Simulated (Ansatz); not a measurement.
`B[Se]C=C` + CH₄ → `B[Se]C` + ethylene at 400 K and 1 bar (formal exchange of groups at the Se–C bond).

Program: Ansatz. Geometries: PBE0-D4/def2-TZVP. ΔE: electronic, gas phase. CBS: MP2 limit from def2 TZ/QZ plus the TZ coupled-cluster correction, frozen cores. This one scheme is used for every species. For Se outer-core shells are correlated without core-valence functions, which leaves a few kJ/mol of doubt a bond. Scalar relativity is left out up to krypton. Each species was taken in one conformer, which may not be the lowest.

| species | CCSD(T)/CBS energy (Eh) | H − E (kJ/mol) | S (J/(mol·K)) |
| --- | --- | --- | --- |
| `B[Se]C=C` | -2504.59221 | 194.5 | 344.9 |
| CH₄ | -40.46206 | 131.3 | 197.2 |
| `B[Se]C` | -2466.56684 | 177.7 | 325.4 |
| `C=C` | -78.48111 | 149.4 | 232.7 |

H − E and S are ideal-gas, rigid-rotor, harmonic terms from PBE0-D4/def2-TZVP, for one conformer and one mirror image of each species. 1 Eh = 2625.50 kJ/mol, R = 8.31446 J/(mol·K).

Question: By hand: ΔE, ΔH, ΔS and ΔG.

Answer: ΔE = (-2466.56684) + (-78.48111) − (-2504.59221) − (-40.46206) = 0.00632 Eh = 16.6 kJ/mol. Δ(H − E) = 177.7 + 149.4 − 194.5 − 131.3 = 1.3, so ΔH = 17.9 kJ/mol. ΔS = 325.4 + 232.7 − 344.9 − 197.2 = 16.0 J/(mol·K). ΔG = 17.9 − 400 × (16.0)/1000 = 11.5 kJ/mol.

Question: By hand: the equilibrium constant, and the temperature at which ΔG would vanish if ΔH and ΔS stayed fixed.

Answer: log₁₀ K = −ΔG/(RT ln 10) = -1.5. ΔG = 0 at ΔH/ΔS = 1119 K, though so small a ΔS makes that figure unsure.

TΔS isn't small against ΔH here. A doubt of 5 kJ/mol in ΔE shifts log₁₀ K by 0.7 here. Other conformers and mirror images would add mixing entropy, several J/(mol·K) or more a flexible species. These are equilibria of isolated gas molecules and say nothing of rates. Largest T1 diagnostic: 0.013 (customary marks: 0.02 for closed shells, 0.045 for open ones).
